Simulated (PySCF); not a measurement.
Job file and geometry (Å, from PBE0-D3(BJ)/def2-SVP) of an NMR shielding run on SMILES N[SiH2]C[SiH2]N1CCCC1, C$_{5}$H$_{16}$N$_{2}$Si$_{2}$, PySCF 2.14.0, density-fitted response routines, GIAO KT3/pcSseg-1 NMR shielding, non-relativistic, gas phase; density fitting, a coarse starting grid and PySCF grid level 2 are the driver's defaults:

```
$ OMP_NUM_THREADS=1 python probes_run.py task.json out

{"job": {"kind": "nmr", "xc": "KT3", "basis": "pcSseg-1", "pop": false}, "charge": 0, "multiplicity": 1}
N      3.814876     0.763534     0.840070
Si     3.562183    -0.587574    -0.225355
C      1.753354    -1.064624    -0.112570
Si     0.624872     0.437342    -0.037073
N     -0.973063    -0.008761    -0.564182
C     -1.738597    -1.076586     0.047942
C     -2.907213    -0.376720     0.768397
C     -3.053379     0.973415     0.034589
C     -1.958677     0.936866    -1.048447
H      4.644359     1.336317     0.729012
H      3.588133     0.665314     1.824347
H      3.907402    -0.104644    -1.597686
H      4.417403    -1.794735     0.047856
H      1.594187    -1.691038     0.781984
H      1.481412    -1.678332    -0.988098
H      0.668679     0.968727     1.371326
H      1.065407     1.524435    -0.960599
H     -1.119678    -1.689921     0.721557
H     -2.131825    -1.758334    -0.732545
H     -2.660775    -0.215461     1.828505
H     -3.826701    -0.980428     0.738930
H     -2.879770     1.810620     0.727058
H     -4.054376     1.115290    -0.399683
H     -2.389985     0.576149    -2.003703
H     -1.511362     1.921737    -1.250878
```

Question: What does the program print?

Answer: 
```
coarse grid: 20728 points
cycle   1  E = -897.9343790502  dE =  5.695e-01  |g| = 7.872e-01  |ddm| = 4.484e+00
cycle   2  E = -897.6143160137  dE =  3.201e-01  |g| = 1.365e+00  |ddm| = 2.590e+00
cycle   3  E = -898.0881744198  dE = -4.739e-01  |g| = 1.654e-01  |ddm| = 1.960e+00
cycle   4  E = -898.0936008790  dE = -5.426e-03  |g| = 7.723e-02  |ddm| = 2.495e-01
cycle   5  E = -898.0949852543  dE = -1.384e-03  |g| = 1.484e-02  |ddm| = 9.565e-02
cycle   6  E = -898.0950267696  dE = -4.152e-05  |g| = 7.640e-03  |ddm| = 2.368e-02
cycle   7  E = -898.0950402836  dE = -1.351e-05  |g| = 1.357e-03  |ddm| = 8.597e-03
cycle   8  E = -898.0950406940  dE = -4.105e-07  |g| = 3.810e-04  |ddm| = 1.894e-03
final grid: 187832 points
cycle   9  E = -898.1105437432  dE = -3.086e-04  |g| = 1.610e-02  |ddm| = 5.419e-02
cycle  10  E = -898.1105097701  dE =  3.397e-05  |g| = 1.723e-02  |ddm| = 2.504e-02
cycle  11  E = -898.1105592861  dE = -4.952e-05  |g| = 6.888e-03  |ddm| = 2.427e-02
cycle  12  E = -898.1105696949  dE = -1.041e-05  |g| = 1.053e-03  |ddm| = 8.492e-03
cycle  13  E = -898.1105699719  dE = -2.770e-07  |g| = 2.197e-04  |ddm| = 1.257e-03
cycle  14  E = -898.1105699825  dE = -1.065e-08  |g| = 6.998e-05  |ddm| = 3.221e-04
cycle  15  E = -898.1105699838  dE = -1.254e-09  |g| = 1.994e-05  |ddm| = 9.499e-05
cycle  16  E = -898.1105699839  dE = -1.028e-10  |g| = 5.387e-06  |ddm| = 2.811e-05
converged SCF energy = -898.1105699839

GIAO shielding tensors (ppm)
atom      isotropic    diamagn.    paramagn.     s11        s22        s33       span
  0 N      249.338     316.098     -66.760    219.882    249.228    278.904     59.023
  1 Si     395.450     880.864    -485.414    351.881    388.184    446.285     94.403
  2 C      184.695     261.944     -77.249    163.151    192.926    198.008     34.857
  3 Si     396.539     887.585    -491.046    334.791    402.072    452.753    117.962
  4 N      203.919     330.224    -126.305    159.700    215.098    236.960     77.260
  5 C      132.181     246.420    -114.239     99.268    132.365    164.912     65.644
  6 C      154.912     250.702     -95.790    127.718    165.969    171.049     43.331
  7 C      154.371     250.677     -96.306    128.577    164.242    170.294     41.717
  8 C      129.034     245.034    -116.000     94.671    126.758    165.673     71.002
  9 H       31.436      27.569       3.867     24.316     26.903     43.090     18.774
 10 H       31.666      32.047      -0.382     24.860     29.555     40.581     15.721
 11 H       26.684      28.525      -1.841     23.856     25.017     31.178      7.322
 12 H       26.034      26.486      -0.452     21.885     24.441     31.777      9.891
 13 H       30.744      35.006      -4.262     26.427     30.172     35.634      9.207
 14 H       31.371      34.602      -3.230     26.577     30.062     37.475     10.899
 15 H       26.410      34.562      -8.152     21.067     27.331     30.833      9.766
 16 H       26.687      33.992      -7.304     22.022     27.441     30.599      8.577
 17 H       28.194      33.881      -5.686     22.713     29.434     32.436      9.724
 18 H       28.661      30.969      -2.308     22.408     27.729     35.846     13.437
 19 H       29.771      31.555      -1.784     25.261     27.895     36.156     10.896
 20 H       29.836      28.593       1.243     24.901     27.612     36.995     12.094
 21 H       29.794      30.767      -0.974     25.442     27.603     36.336     10.894
 22 H       29.819      27.873       1.946     25.039     27.401     37.018     11.979
 23 H       28.470      29.843      -1.373     22.164     27.471     35.776     13.612
 24 H       28.008      31.744      -3.736     23.364     27.681     32.980      9.616
```

Question: Turn these shieldings into chemical shifts. Shifts are taken against calculated references (same method and geometry level): NH3 for $^{15}$N (σref 262.01); TMS for $^{29}$Si (σref 365.51) and $^{13}$C (σref 182.31) and $^{1}$H (σref 31.32).

Answer: Averaging equivalent atoms: N 4: 58.1; N 0: 12.7; Si 1: -29.9; Si 3: -31.0; C 5/8: 51.7; C 6/7: 27.7; C 2: -2.4; H 11/12: 4.96; H 15/16: 4.77; H 17/18/23/24: 2.99; H 19/20/21/22: 1.52; H 13/14: 0.26; H 9/10: -0.23 ppm. Experimental scales use liquid or dissolved standards, which lie at an offset from isolated NH3 (liquid NH3: subtract about 20 ppm).

Size and cost of the density-fitted run: 247 basis functions, 73 s wall time on 1 thread of an Arm Neoverse V2, shared host; peak memory 1 GiB.
